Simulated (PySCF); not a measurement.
Species: B2FH6P.
Structure used (PBE0-D3(BJ)/def2-SVP), in Å, numbered top down from 1:
```
atom  x, y, z in Å
B1     1.5975    0.0614   -0.2111
P2    -0.0091    0.8774    0.3318
B3    -1.7464   -0.4168    0.2900
F4    -1.9019   -0.8629   -0.9894
H5     1.9134    0.1190   -1.3703
H6     2.2005   -0.6116    0.5829
H7     0.1278    1.3101    1.6693
H8    -0.1541    2.0907   -0.3801
H9    -1.3532   -1.2267    1.1161
H10   -2.5276    0.4443    0.6727
```

Computed, not measured: EOM-IP-CCSD/aug-cc-pVDZ in PySCF, restricted Hartree–Fock reference, frozen core, non-relativistic, gas phase, PBE0-D3(BJ)/def2-SVP geometry.

The vertical ionisation energies are 10.17, 10.78, 13.12, 13.27, 14.52, 14.85, 15.02, 15.39 eV.

Task: Which Hartree–Fock orbital leads each hole, and what is its Koopmans value −ε?

Result: 
```json
{"leading hole (HF orbital)": "HOMO", "Koopmans (eV)": "10.66", "EOM-IP-CCSD (eV)": "10.17", "change (eV)": "-0.49", "one-hole share": "0.96"}
{"leading hole (HF orbital)": "HOMO-1", "Koopmans (eV)": "11.77", "EOM-IP-CCSD (eV)": "10.78", "change (eV)": "-0.99", "one-hole share": "0.95"}
{"leading hole (HF orbital)": "HOMO-2", "Koopmans (eV)": "14.01", "EOM-IP-CCSD (eV)": "13.12", "change (eV)": "-0.89", "one-hole share": "0.95"}
{"leading hole (HF orbital)": "HOMO-3", "Koopmans (eV)": "14.13", "EOM-IP-CCSD (eV)": "13.27", "change (eV)": "-0.86", "one-hole share": "0.94"}
{"leading hole (HF orbital)": "HOMO-4", "Koopmans (eV)": "15.81", "EOM-IP-CCSD (eV)": "14.52", "change (eV)": "-1.29", "one-hole share": "0.93"}
{"leading hole (HF orbital)": "HOMO-6", "Koopmans (eV)": "17.19", "EOM-IP-CCSD (eV)": "14.85", "change (eV)": "-2.34", "one-hole share": "0.94"}
{"leading hole (HF orbital)": "HOMO-7", "Koopmans (eV)": "17.45", "EOM-IP-CCSD (eV)": "15.02", "change (eV)": "-2.43", "one-hole share": "0.94"}
{"leading hole (HF orbital)": "HOMO-5", "Koopmans (eV)": "16.45", "EOM-IP-CCSD (eV)": "15.39", "change (eV)": "-1.06", "one-hole share": "0.93"}
```

Task: Does the order of the lines follow the orbital energies?

Result: No: the HOMO-6 hole (14.85 eV) falls below the HOMO-5 hole (15.39 eV); the HOMO-7 hole (15.02 eV) falls below the HOMO-5 hole (15.39 eV). The corrections run from -2.43 to -0.49 eV, with a mean of -1.29 eV over the 8 lines; no line lies above its Koopmans value.

Task: At what kinetic energies would He I light (21.22 eV) eject these electrons?

Result: 11.05 eV (HOMO), 10.44 eV (HOMO-1), 8.10 eV (HOMO-2), 7.95 eV (HOMO-3), 6.70 eV (HOMO-4), 6.37 eV (HOMO-6), 6.20 eV (HOMO-7), 5.83 eV (HOMO-5).

Task: What total energy has the lowest final state, and which wavelength reaches it?

Result: E(CCSD) + ionisation energy = -493.63718 + 0.37357 = -493.26361 Eh, at the geometry of the initial state. The threshold wavelength is 1239.84 eV nm/10.17 eV = 121.9 nm.

Lines less than 0.15 eV apart could change places at a higher level. One root was sought for each valence orbital with −ε under 21 eV, eight at most, so deeper holes and satellites are missing; no vibrational structure.

One conformer stands for the species.
